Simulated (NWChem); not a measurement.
System meant: SiH4SO; SMILES O[SiH2]S

Here is an NWChem input.

```
start job
memory heap 200 mb stack 900 mb global 1100 mb
geometry units angstroms noautoz
  Si    -0.483396     0.574082     0.024033
  O      0.730263     1.708203     0.004105
  S      0.229715    -1.445722    -0.096822
  H     -1.207326     0.822504     1.295909
  H     -1.389313     0.674542    -1.156844
  H      1.335640     1.675541    -0.743350
  H      0.878695    -1.412084     1.088467
end
basis spherical
  * library def2-svp
end
dft
  odft
  mult 2
  xc xpbe96 cpbe96
  iterations 150
  mulliken
end
task dft energy
```

End of the output:

```
 Summary of "ao basis" -> "" (spherical)
 ------------------------------------------------------------------------------
       Tag                 Description            Shells   Functions and Types
 ---------------- ------------------------------  ------  ---------------------
 *                          def2-svp                  on all atoms

  pbe96 is a nonlocal functional; adding pw91lda local functional.

                                 NWChem DFT Module
                                 -----------------

 Summary of "ao basis" -> "ao basis" (spherical)
 ------------------------------------------------------------------------------
       Tag                 Description            Shells   Functions and Types
 ---------------- ------------------------------  ------  ---------------------
 Si                         def2-svp                 8       18   4s3p1d
 O                          def2-svp                 6       14   3s2p1d
 S                          def2-svp                 8       18   4s3p1d
 H                          def2-svp                 3        5   2s1p

 Summary of "ao basis" -> "ao basis" (spherical)
 ------------------------------------------------------------------------------
       Tag                 Description            Shells   Functions and Types
 ---------------- ------------------------------  ------  ---------------------
 Si                         def2-svp                 8       18   4s3p1d
 O                          def2-svp                 6       14   3s2p1d
 S                          def2-svp                 8       18   4s3p1d
 H                          def2-svp                 3        5   2s1p

  number of electrons :                   42
  multiplicity        :                    2
 ------------------------------------------------------------------------
  no. of electrons and multiplicity not compatible                  42
 ------------------------------------------------------------------------
 ------------------------------------------------------------------------
  current input line :
    22: task dft energy
 ------------------------------------------------------------------------
 ------------------------------------------------------------------------
 There is an error in the input file
 ------------------------------------------------------------------------
 For more information see the NWChem manual at https://nwchemgit.github.io

0: no. of electrons and multiplicity not compatible:Received an Error in Communication
```

Q: What is wrong, and how is it mended?

A: The input was rejected before any calculation. Cause: the multiplicity doesn't fit the number of electrons (an even count wants an odd multiplicity, and the reverse). This input runs:
```
start job
memory heap 200 mb stack 900 mb global 1100 mb
geometry units angstroms noautoz
  Si    -0.483396     0.574082     0.024033
  O      0.730263     1.708203     0.004105
  S      0.229715    -1.445722    -0.096822
  H     -1.207326     0.822504     1.295909
  H     -1.389313     0.674542    -1.156844
  H      1.335640     1.675541    -0.743350
  H      0.878695    -1.412084     1.088467
end
basis spherical
  * library def2-svp
end
dft
  xc xpbe96 cpbe96
  iterations 150
  mulliken
end
task dft energy
```
It converges to -764.68969 Ha (PBE/def2-SVP).
